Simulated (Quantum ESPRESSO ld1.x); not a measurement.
Problem. These are the eigenvalues of the occupied orbitals of an atom or ion with whole-number occupations (Ry). Calculated with ld1.x of Quantum ESPRESSO 7.5: scalar-relativistic Kohn-Sham, LDA (Slater exchange, Perdew-Zunger correlation), spin-unpolarised, spherical densities, point nucleus.

orbital  eigenvalue
1s         -2011.55
2s         -417.544
2p         -391.207
3s         -166.931

Which element is it, and in what charge state? The configuration may be excited.

Solution. Z = 47, silver, charge +35: Ag35+ in [Ne] 3s2. The list shows which subshells hold electrons but not how many an open one holds; the 1s level, -1005.8 hartree, gives Z - s = 44.9 by -(Z - s)^2/2, which with screening and relativity narrows Z to a few neighbours, and the depths of the outer levels then fix element, charge and occupations together.
